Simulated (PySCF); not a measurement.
NICS in isomers of C6H7O3P.

Probes without a nucleus sit at each ring's centroid and 1 Å off its mean plane on both sides; NICS is minus the shielding there, NICSzz its component along the normal. Level: GIAO PBE0/pcSseg-1 (PySCF, non-relativistic, gas phase) on the GFN2-xTB geometries, one conformer each. Atom numbers follow the mapped SMILES.

Question: Order these rings by mean NICS(1)zz, lowest (most negative) first (ppm).
A. ring C5–O6–C7–P8–C9 in `[CH3:1][O:2][C:3](=[O:4])[c:5]1[o:6][cH:7][p:8][c:9]1[CH3:10]`
B. ring C5–C6–O7–C8–P10 in `[CH3:1][O:2][C:3](=[O:4])[c:5]1[cH:6][o:7][c:8]([CH3:9])[p:10]1`
C. ring C6–C7–C8–O9–C10 in `[CH2:1]=[CH:2][P@:3](=[O:4])([OH:5])[c:6]1[cH:7][cH:8][o:9][cH:10]1`

Answer: C (-26.8), A (-24.5), B (-22.8).

| SMILES | ring | NICS(0) | NICS(1) | NICS(1)zz | HOMA | rms pucker (Å) | ring atoms with four or more neighbours |
| --- | --- | --- | --- | --- | --- | --- | --- |
| C=C[P@](=O)(O)c1ccoc1 | 5-membered ring with O; formal bonds all aromatic | -12.4 | -10.6 | -26.8 | 0.51 | 0.00 | 0 |
| COC(=O)c1ocpc1C | 5-membered ring with O and P; formal bonds all aromatic | -11.1 | -11.0 | -24.5 | 0.53 | 0.00 | 0 |
| COC(=O)c1coc(C)p1 | 5-membered ring with O and P; formal bonds all aromatic | -10.5 | -10.2 | -22.8 | 0.48 | 0.00 | 0 |

NICS(0) gives the same order. The isotropic NICS(1) gives another order. HOMA uses Krygowski's 1993 parameters. NICS(1) and NICS(1)zz are means over the two faces.
